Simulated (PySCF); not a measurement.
## Correlation energy of Kr⁺ (krypton, charge +1)

[Ar] 3d10 4s1 4p6, 2S determinant (an excited configuration). Computed with PySCF 2.14 in aug-cc-pVDZ-PP with ECP10MDF, with a scalar-relativistic core potential. Frozen: 3s2 3p6 3d10; 7 electrons correlated.

| level | correlation energy (mhartree) |
| --- | --- |
| CCSD | -264.20 |
| (T) | -15.11 |
| CCSD(T) | -279.31 |
| CCSDT | -277.44 |

Diagnostics: T1 = 0.012, D1 = 0.0226, largest double amplitude 0.237.

A double-excitation amplitude exceeds 0.15, a sign of near-degeneracy.

Cost of the coupled-cluster step: about 0.4 core-seconds, for 7 correlated electrons.
